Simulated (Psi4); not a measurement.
Psi4 input (wB97X-D/6-31G*):

```
memory 1500 MB

molecule {
0 2
B     0.00000000    0.00000000    0.00000000
symmetry c1
no_reorient
no_com
}

set {
  basis 6-31G*
  reference uks
  scf_type pk
  dft_radial_points 99
  dft_spherical_points 590
  e_convergence 1e-8
  d_convergence 1e-7
  maxiter 150
}

e = energy('wb97x-d')
print_out(f'\nFINAL {e:.10f} DIPOLE {variable("CURRENT DIPOLE")[0]:.6f} {variable("CURRENT DIPOLE")[1]:.6f} {variable("CURRENT DIPOLE")[2]:.6f}\n')
```

From the last part of the output:

```
    Alpha Virtual:

       4A      0.002819     5A      0.002819     6A      0.492851
       7A      0.520878     8A      0.520879     9A      0.528831
      10A      1.324457    11A      1.324457    12A      1.333246
      13A      1.349222    14A      1.349222    15A      3.368984

    Beta Occupied:

       1A     -6.942305     2A     -0.416427

    Beta Virtual:

       3A      0.016904     4A      0.016904     5A      0.048811
       6A      0.538756     7A      0.538756     8A      0.547709
       9A      0.557251    10A      1.354748    11A      1.354748
      12A      1.390707    13A      1.390707    14A      1.405763
      15A      3.436306

    Final Occupation by Irrep:
              A
    DOCC [     2 ]
    SOCC [     1 ]
    NA   [     3 ]
    NB   [     2 ]

  @UKS Final Energy:   -24.64204263785285

   => Energetics <=

    Nuclear Repulsion Energy =              0.0000000000000000
    One-Electron Energy =                 -32.4371850024888460
    Two-Electron Energy =                  10.4402971001530780
    DFT Exchange-Correlation Energy =      -2.6451547355170848
    Empirical Dispersion Energy =          -0.0000000000000000
    VV10 Nonlocal Energy =                  0.0000000000000000
    Total Energy =                        -24.6420426378528532

  UHF NO Occupations:
  HONO-2 :    1  A 1.9999972
  HONO-1 :    2  A 1.9989727
  HONO-0 :    3  A 1.0000000
  LUNO+0 :    4  A 0.0010273
  LUNO+1 :    5  A 0.0000028
  LUNO+2 :    6  A 0.0000000
  LUNO+3 :    7  A 0.0000000

Computation Completed

Properties will be evaluated at   0.000000,   0.000000,   0.000000 [a0]

Properties computed using the SCF density matrix

 Multipole Moments:

 ------------------------------------------------------------------------------------
     Multipole            Electronic (a.u.)      Nuclear  (a.u.)        Total (a.u.)
 ------------------------------------------------------------------------------------

 L = 1.  Multiply by 2.5417464519 to convert [e a0] to [Debye]
 Dipole X            :         -0.0000000            0.0000000           -0.0000000
 Dipole Y            :         -0.0000000            0.0000000           -0.0000000
 Dipole Z            :          0.0000000            0.0000000            0.0000000
 Magnitude           :                                                    0.0000000

 ------------------------------------------------------------------------------------

FINAL -24.6420426379 DIPOLE -0.000000 -0.000000 0.000000

*** Psi4 exiting successfully. Buy a developer a beer!
```
